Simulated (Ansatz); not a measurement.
Compare A (`C[SiH](N)BF`) with its isomer B (`NB([SiH3])CF`).

Gas-phase electronic energies from Ansatz, PBE0-D4/def2-TZVP geometries. CBS: MP2 limit from def2 TZ/QZ plus the TZ coupled-cluster correction, frozen cores. DFT in def2-TZVPP. B3LYP here is the variant with VWN-RPA as its local correlation; programs differ in this. Each species was taken in one conformer, which may not be the lowest.

**Question.** Which isomer does CCSD(T)/CBS put lower? Give the gap. (Estimate.)

**Answer.** The calculation gave: A, by 116.9 kJ/mol.

**Question.** Give E(B) − E(A) in kJ/mol with CCSD/def2-TZVPP, B3LYP-D4, B3LYP, MP2/def2-TZVPP, HF/def2-TZVPP, r2SCAN-D4, PBE0-D4. (Estimate.)

**Answer.** Computed: CCSD/def2-TZVPP 115.4, B3LYP-D4 106.2, B3LYP 106.2, MP2/def2-TZVPP 123.7, HF/def2-TZVPP 123.1, r2SCAN-D4 107.5, PBE0-D4 103.1. None reverses the order clearly.

Largest T1 diagnostic: 0.013.

From PBE to PBE0 (25 % exact exchange), in def2-TZVPP and without D4, E(B) − E(A) moves by +7.2 kJ/mol.
